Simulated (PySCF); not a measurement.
C₅H₄F₂O, SMILES O=C1C=CCC1(F)F. Geometry optimised at PBE-D3(BJ)/def2-SVP. The structure was generated by enumeration, and PubChem lists no compound with its InChIKey, so it may never have been made. Other conformers were not sampled.

Computed equilibrium geometry at PBE-D3(BJ)/def2-SVP (PySCF confirms it by a frequency run) as a Z-matrix, and its point group (one conformer of several):
point group Cs.
```
C
F 1 1.3661
F 1 1.3661 2 107.62
C 1 1.5348 2 112.14 3 123.79
H 4 1.1101 1 110.76 2 -1.16
H 4 1.1101 5 107.27 1 120.99
C 4 1.5075 5 112.11 6 123.50
C 7 1.3562 4 113.94 5 119.63
H 8 1.0984 7 126.77 4 180.00
H 7 1.1012 8 124.54 9 0.00
C 8 1.4776 9 123.02 7 180.00
O 11 1.2155 8 129.56 9 0.00
```
Charge 0, spin multiplicity 1.
